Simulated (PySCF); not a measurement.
PySCF 2.14 output of an unrestricted r2SCAN calculation on a single atom or ion in dyall-av3z (15s9p3d2f, 71 functions), with the non-relativistic Hamiltonian (point nucleus):

```
SCF conv_tol = 1e-09
number electrons alpha = 2  beta = 1
    J. W. Furness, A. D. Kaplan, J. Ning, J. P. Perdew, and J. Sun.,  J. Phys. Chem. Lett. 11, 8208-8215 (2020)
    J. W. Furness, A. D. Kaplan, J. Ning, J. P. Perdew, and J. Sun.,  J. Phys. Chem. Lett. 11, 9248-9248 (2020)
    J. W. Furness, A. D. Kaplan, J. Ning, J. P. Perdew, and J. Sun.,  J. Phys. Chem. Lett. 11, 8208-8215 (2020)
    J. W. Furness, A. D. Kaplan, J. Ning, J. P. Perdew, and J. Sun.,  J. Phys. Chem. Lett. 11, 9248-9248 (2020)
cycle= 1 E= -23.2270899089929  delta_E= -0.00125  |g|= 0.00538  |ddm|= 0.0217
cycle= 2 E= -23.2270955181376  delta_E= -5.61e-06  |g|= 0.000413  |ddm|= 0.00163
cycle= 3 E= -23.2270955657287  delta_E= -4.76e-08  |g|= 1.58e-05  |ddm|= 0.00015
cycle= 4 E= -23.2270955658056  delta_E= -7.69e-11  |g|= 1.58e-06  |ddm|= 5.91e-06
converged SCF energy = -23.2270955658056  <S^2> = 0.75003662  2S+1 = 2.0000366
```

The run itself started from symmetry-adapted Hartree-Fock orbitals and held the occupation by maximum overlap, on a logarithmic radial grid, so the iterations belong to that start.

Task: Which element, charge and spin multiplicity is this?

Result: B²⁺ (boron, charge +2), multiplicity 2; the state was [He] 2p1, 2P determinant (an excited configuration).
